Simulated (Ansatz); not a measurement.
Consider the cleavage of the B–Si bond: `CB[Si]1(N)C=N1` + `NBN` → `CBNBN` + `N[SiH]1C=N1`.

Program: Ansatz. Geometries: PBE0-D4/def2-TZVP. ΔE: electronic, gas phase. CBS: MP2 limit from def2 TZ/QZ plus the TZ coupled-cluster correction, frozen cores. DFT in def2-TZVPP. B3LYP here is the variant with VWN-RPA as its local correlation; programs differ in this. One conformer a species, not always the lowest.

```
             level  ΔE (kJ/mol)  difference from CCSD(T)/CBS
            PBE-D4       -110.4                         24.1
         r2SCAN-D4       -121.3                         13.2
           PBE0-D4       -122.4                         12.1
          B3LYP-D4       -127.3                          7.2
           ωB97X-V       -134.1                          0.4
           ωB97M-V       -137.5                         -3.0
            B2PLYP       -134.1                          0.4
               PBE       -111.7                         22.8
            r2SCAN       -121.8                         12.7
              PBE0       -123.8                         10.7
             B3LYP       -129.4                          5.1
     HF/def2-TZVPP       -152.5                        -18.0
    MP2/def2-TZVPP       -140.2                         -5.7
SCS-MP2/def2-TZVPP       -141.8                         -7.3
   CCSD/def2-TZVPP       -138.3                         -3.8
CCSD(T)/def2-TZVPP       -134.9                         -0.4
     HF/def2-QZVPP       -153.3                        -18.8
    MP2/def2-QZVPP       -140.3                         -5.8
SCS-MP2/def2-QZVPP       -141.9                         -7.4
      HF/CBS(def2)       -153.4                        -18.9
     MP2/CBS(def2)       -139.8                         -5.3
    CCSD/CBS(def2)       -138.0                         -3.5
       CCSD(T)/CBS       -134.5                            0
```

Largest T1 diagnostic among the species: 0.018.

In def2-TZVPP, CCSD(T) changes the Hartree–Fock value by +17.7 kJ/mol (the triples alone add +3.5 kJ/mol) and MP2 by +12.3 kJ/mol. From PBE to PBE0 (25 % exact exchange), in def2-TZVPP and without D4, ΔE moves by −12.2 kJ/mol.
